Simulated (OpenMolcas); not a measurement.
# Xe3+: effect of the level shift or regulariser

```json
{"Program": "OpenMolcas", "Basis": "ANO-R1 [6s5p3d1f]", "Scalar Hamiltonian": "X2C, finite nucleus", "Active space": "3 electrons in 3 orbitals (5p)", "State averaging": "2S+1 = 4 odd, 1 root; 2S+1 = 2 odd, 8 roots", "Spin-orbit coupling": "state interaction with AMFI integrals over the reference wave functions, term energies averaged over their components"}
```

Methods on the same reference wave functions:
A. CASSCF
B. SS-CASPT2, IPEA 0.25 Eh, imaginary shift 0.1 Eh (closed shells correlated: 4d 5s)
C. SS-CASPT2, IPEA 0.25 Eh, imaginary shift 0.3 Eh (closed shells correlated: 4d 5s)

Energies in cm⁻¹ above 5s² 5p³ ⁴S°_3/2, the measured ground level; measured values from Saloman, J. Phys. Chem. Ref. Data 33, 765 (2004).

| Level | A | B | C | Measured |
| --- | --- | --- | --- | --- |
| 5s² 5p³ ⁴S°_3/2 | 0.0 | 0.0 | 0.0 | 0.0 |
| 5s² 5p³ ²D°_3/2 | 17157 | 15880 | 15880 | 13267 |
| 5s² 5p³ ²D°_5/2 | 21323 | 20160 | 20160 | 17511 |
| 5s² 5p³ ²P°_1/2 | 33826 | 31390 | 31390 | 28036 |
| 5s² 5p³ ²P°_3/2 | 40466 | 38390 | 38390 | 35650 |

Deviations, from unrounded energies. A percentage is the sum of absolute deviations over the sum of measured energies, with the sign that they share, or ± where signs differ.

| Against measurement | Levels | A | B | C |
| --- | --- | --- | --- | --- |
| mean absolute deviation (cm-1) | 4 | 4600 | 2800 | 2800 |
| other terms of the ground configuration (%) | 4 | +19.4 | +12.0 | +12.0 |

B, C lie about equally close to measurement and A furthest from it. The largest miss of B in the table is 5s² 5p³ ²P°_1/2, by +3400 cm-1. The ranking rests on the paired levels alone, and a cruder setting can come out closer through cancelling errors.

Between B and C no level of the table moves by more than 5 cm-1.

The two smallest mean deviations differ by little beside CASPT2's spread within terms, so their order carries little weight.

From A to B the spin-free energies of the other terms of 5s² 5p³ shown, above ⁴S°, scale by factors of 0.91 to 0.93.

The lowest spin-free term lies below A's lowest term by 0.405 hartree in B, 0.405 hartree in C.

CASPT2 breaks the degeneracy within a term, and the mean is taken; among the terms shown or strongly mixed into the levels shown the widest spread is 170 cm-1 (5s² 5p³ ²D°, B). With the s shell closed, the reference lacks s² → p² mixing. The basis is small and was not contracted for so high a charge. Some terms miss by over 15 % even with CASPT2, which points to a basis or an active space too small for the shells correlated (holds for B; C). Measured partners are found by configuration, term and J. A level has none where our copy of the source lacks it or the pairing is in doubt (some pairs that miss far off the trend of their configuration count as doubtful), and it then counts in no deviation. Levels of configurations outside the active space are missing.

° marks odd parity.
